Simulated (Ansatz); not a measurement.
The same ligand exchange along the group F, Cl, Br.

Program: Ansatz. Geometries: PBE0-D4/def2-TZVP. ΔE: electronic, gas phase. CCSD(T)/CBS adds triple-zeta CCSD(T) − MP2 to the extrapolated MP2 energy (def2 sets, frozen cores). This one scheme is used for every species. DFT in def2-TZVPP. For Br outer-core shells are correlated without core-valence functions, which leaves a few kJ/mol of doubt a bond. Scalar relativity is left out up to krypton. One conformer a species, not always the lowest.

```
                                            reaction  CCSD(T)/CBS(def2) (kcal/mol)
   `O[Si](O)(F)[SiH3]` + H–F → `O[Si](O)(F)F` + SiH₄                         -39.2
`O[Si](O)([SiH3])Cl` + HCl → `O[Si](O)(Cl)Cl` + SiH₄                             ?
`O[Si](O)([SiH3])Br` + HBr → `O[Si](O)(Br)Br` + SiH₄                         -23.1
```

Fill in the missing values. (Best estimate.)

Ansatz gave: `O[Si](O)([SiH3])Cl` + HCl → `O[Si](O)(Cl)Cl` + SiH₄: -25.0 kcal/mol.

Largest T1 diagnostic: 0.013, for `O[Si](O)(F)[SiH3]`.
